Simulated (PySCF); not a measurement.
**How methods differ on the ionisation energy of Cd²⁺**

Cd²⁺ [Kr] 4d10 (1S) → Cd³⁺ [Kr] 4d9 (2D), as a difference of total energies. Calculation: PySCF 2.14, in x2c-TZVPPall with one added diffuse shell each of s, p, d, f type (9s7p7d3f1g, 95 functions); scalar relativity by spin-free X2C-1e. Correlated levels: valence: [Kr] frozen. The calculations carry no spin-orbit coupling.

```csv
method,ionisation energy (eV),plus first-order spin-orbit estimate,error of that sum (eV)
UHF,35.885,35.583,-1.885
MP2 (valence),37.843,37.541,+0.073
SCS-MP2 (valence),37.621,37.319,-0.149
CCSD (valence),37.513,37.211,-0.257
CCSD(T) (valence),37.590,37.288,-0.180
```

Reference: 37.468 ± 0.006 eV (measured; NIST Atomic Spectra Database, ionization energies).

A first-order spin-orbit estimate (lowest level to lowest level, LS coupling) adds -0.302 eV.

Errors of the correlated levels include the incompleteness of this basis and the frozen core.
